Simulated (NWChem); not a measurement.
A series in which one site is exchanged, each optimised at PBE0/def2-SVP with NWChem, gas phase unless a solvent is named. All stand in one matching conformer (torsions within 35°), which need not be the lowest. This build's default masses of Se (78.918 u) and Br (79.917 u) are each other's, which moves their modes by up to 0.6 %. Some are not confirmed as minima by frequencies. def2 effective core potentials on I; no spin-orbit coupling.

A: [SeH][Be][I] (BeHSeI; site = I)
B: [SeH][Be][F] (BeHSeF; site = F)
C: [Cl][Be][SeH] (BeHSeCl; site = Cl)
D: [BeH][SeH] (BeH₂Se; site = H)

**Question.** Rank them by lowest singlet excitation, CAM-B3LYP/def2-SVPD, TDA (eV), lowest first.

**Answer.** A (4.83), D (4.87), C (5.09), B (5.29)
